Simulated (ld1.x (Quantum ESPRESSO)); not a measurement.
## Pseudopotential generation for niobium (Nb): TM, LDA (PZ), scalar-relativistic.

- Element: niobium
- Generator: ld1.x (Quantum ESPRESSO) 7.5
- Type: norm-conserving Troullier–Martins (Kleinman–Bylander form)
- Functional: LDA (PZ)
- Relativity: scalar-relativistic
- Frozen core: [Ar] 3d10
- Valence charge: 13
- Reference configuration: 4s2 4p6 4d4 5s1 5p0
- Partial waves: 4s (bound): rc 1.70 bohr; 4d (bound): rc 2.80 bohr; 4p (bound): rc 1.55 bohr
- Local potential: the p channel
- Core correction: Bessel-smoothed model core inside 0.96 bohr

Occupied shells without a wave of their own: 5s. They enter only through the test configuration that unscreens the potential, and ld1.x also counts them in the model core charge.

- Cutoffs needed: 50 Ry and 90 Ry (the cutoffs (Ry, on a coarse ladder) from which the occupation-weighted sum of valence levels, in a spherical-Bessel basis at the reference potential, stays within 10 and 1 mRy of its value at 400 Ry)
- Ghost test: no extra level below or beside the all-electron valence levels (s, d, p, f tested) (spherical-Bessel basis up to 400 Ry, 20 bohr box)
- Largest excitation error: -1145 meV (all-electron minus pseudo) for 4s2 4p6 4d2 5s0 5p0, out of 7 test configurations

ld1.x takes every shell without a wave as core, so the model core holds the 5s electrons as well and exchange and correlation see them twice. This cancels in the reference configuration, but the file is broken for other ones, and its errors say nothing about a proper core correction.
